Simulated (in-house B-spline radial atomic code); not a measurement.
Configurations of Al V (Al4+), with energies counted from [He] 2s2 (2p1/2)2 (2p3/2)3. All numbers are computed (Dirac-Hartree-Fock, average of each configuration as written; Fermi nucleus of rms radius 3.061 fm) with a B-spline radial code for spherical atoms, not measured. Energies include first-order Breit, QED and recoil terms.

Occupations are held fixed; configurations that lie above the ionisation limit could autoionise.

```
                      configuration  E - E(ref) (eV)  highest orbital  its <r> (bohr)
         [He] 2s2 (2p1/2)1 (2p3/2)4          0.42235            2p3/2          0.5657
[He] 2s2 (2p1/2)1 (2p3/2)3 (5g9/2)1           141.09            5g9/2             5.5
     [He] 2s2 (2p1/2)2 (2p3/2)2 6s1           143.34            6s1/2             8.8
[He] 2s1 (2p1/2)2 (2p3/2)3 (4p1/2)1            171.6            4p1/2           3.736
[He] 2s1 (2p1/2)2 (2p3/2)3 (6f5/2)1           188.27            6f5/2           9.581
[He] 2s1 (2p1/2)2 (2p3/2)3 (6g7/2)1           188.29            6g7/2           8.799
```

(1) Order these further configurations by energy, lowest first.
A. [He] 2s2 (2p1/2)2 (2p3/2)2 5s1
B. [He] 2s1 (2p1/2)1 (2p3/2)4 (5f7/2)1
C. [He] 2s1 2p6
D. [He] 2s2 (2p3/2)4 (3d3/2)1
E. [He] 2s2 (2p1/2)2 (2p3/2)2 4s1

(2) How far above the reference does [He] 2s2 (2p1/2)2 (2p3/2)2 (4d5/2)1 lie?

Results:

(1) C (46.917 eV), D (118.14 eV), E (125.6 eV), A (137.46 eV), B (184.57 eV).

(2) 132.9 eV; its least bound orbital is 4d5/2 with <r> = 4.001 bohr.
